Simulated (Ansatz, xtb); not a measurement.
# Relative energy of two isomers of C3H6FIn

Structure a: `FCC[CH2][In]`, a singlet. Structure b: `C[C@H](F)[CH2][In]`, a singlet. Both are isolated molecules in the gas phase, relaxed with PBE0-D3(BJ)/def2-SVP; the shapes shown needn't be the lowest conformers.

a (Å):

```yaml
atoms:
  - { symbol: C, position_ang: [-3.0612, 0.3430, 0.0458] }
  - { symbol: C, position_ang: [-1.5632, 0.3552, -0.1267] }
  - { symbol: C, position_ang: [-0.8613, 1.2311, 0.9041] }
  - { symbol: F, position_ang: [-3.5573, 1.6526, -0.0040] }
  - { symbol: In, position_ang: [-1.7367, 3.3586, 0.9822] }
  - { symbol: H, position_ang: [-3.5748, -0.2229, -0.7473] }
  - { symbol: H, position_ang: [-3.3518, -0.0700, 1.0265] }
  - { symbol: H, position_ang: [-1.3394, 0.7021, -1.1519] }
  - { symbol: H, position_ang: [-1.2359, -0.7038, -0.0974] }
  - { symbol: H, position_ang: [0.2214, 1.2836, 0.6938] }
  - { symbol: H, position_ang: [-0.9562, 0.7860, 1.9140] }
```

b (Å):

```xyz
11

C    -1.2580   -0.4316   -0.0327
C     0.0825    0.2304    0.1631
C     0.5928    1.0521   -0.9774
F    -0.0805    1.1014    1.3182
In    0.8284    3.1543   -0.0124
H    -2.0069    0.3091   -0.3538
H    -1.6106   -0.9052    0.8953
H    -1.1826   -1.2014   -0.8148
H     0.8266   -0.5039    0.5127
H     1.5586    0.6957   -1.3680
H    -0.1206    1.1066   -1.8167
```

Quicker runs give these differences E(b) − E(a): GFN2-xTB −5.6 kcal/mol; HF/STO-3G +1.8 kcal/mol (at GFN2-xTB geometries); r2SCAN-D4/def2-SVP −5.3 kcal/mol (at GFN2-xTB geometries).

**Question.** Estimate E(b) − E(a) at the level CCSD(T)/def2-SVP + ΔMP2/def2-TZVPP.

**Answer.** Calculated at CCSD(T)/def2-SVP + ΔMP2/def2-TZVPP: E(b) − E(a) = −5.1 kcal/mol, so structure b lies lower.

Level by level:

```
                             level              geometry  E(b) − E(a) (kcal/mol)  departure from the last row (kcal/mol)  job, with rough time for the two
                          GFN2-xTB              GFN2-xTB                      −5.6                                    −0.5               optimisation, 1.4 s
                         HF/STO-3G              GFN2-xTB                      +1.8                                    +6.9               single point, 4.7 s
                r2SCAN-D4/def2-SVP              GFN2-xTB                      −5.3                                    −0.2                single point, 15 s
              PBE0-D3(BJ)/def2-SVP  PBE0-D3(BJ)/def2-SVP                      −4.6                                    +0.5               optimisation, 4 min
                       HF/def2-SVP  PBE0-D3(BJ)/def2-SVP                      −3.9                                    +1.2           part of the CCSD(T) run
                      MP2/def2-SVP  PBE0-D3(BJ)/def2-SVP                      −4.5                                    +0.6           part of the CCSD(T) run
                  CCSD(T)/def2-SVP  PBE0-D3(BJ)/def2-SVP                      −4.3                                    +0.8                      single point
CCSD(T)/def2-SVP + ΔMP2/def2-TZVPP  PBE0-D3(BJ)/def2-SVP                      −5.1                                                       single point, 3 min
```

As drawn, both hold the same kinds of bond in the same numbers. Structure a has 0 methyl groups, b 1.

HF/STO-3G puts the two in the other order. The largest departure from CCSD(T)/def2-SVP + ΔMP2/def2-TZVPP is that of HF/STO-3G, 6.9 kcal/mol. The last row adds to CCSD(T) the change of the MP2 difference between the two basis sets, here −0.8 kcal/mol.

With harmonic frequencies from PBE0-D3(BJ)/def2-SVP (ideal gas, rigid rotor, one conformer each, 1000 K, 1 atm): on the last row, ΔE + ΔZPE = −5.8 kcal/mol. A mode under 50 cm⁻¹ makes harmonic enthalpies and free energies unreliable, so none is given.

The correlated steps freeze 8 core orbitals; the filled d shell of In is correlated, in a basis made for valence electrons. Atoms past krypton carry core potentials in the def2 sets, other sets are all-electron and non-relativistic, and no spin–orbit term is included. Run with Ansatz 0.2.0, xtb 6.7.1; the last row on 2 threads of AMD EPYC (Zen 3) on a shared host.
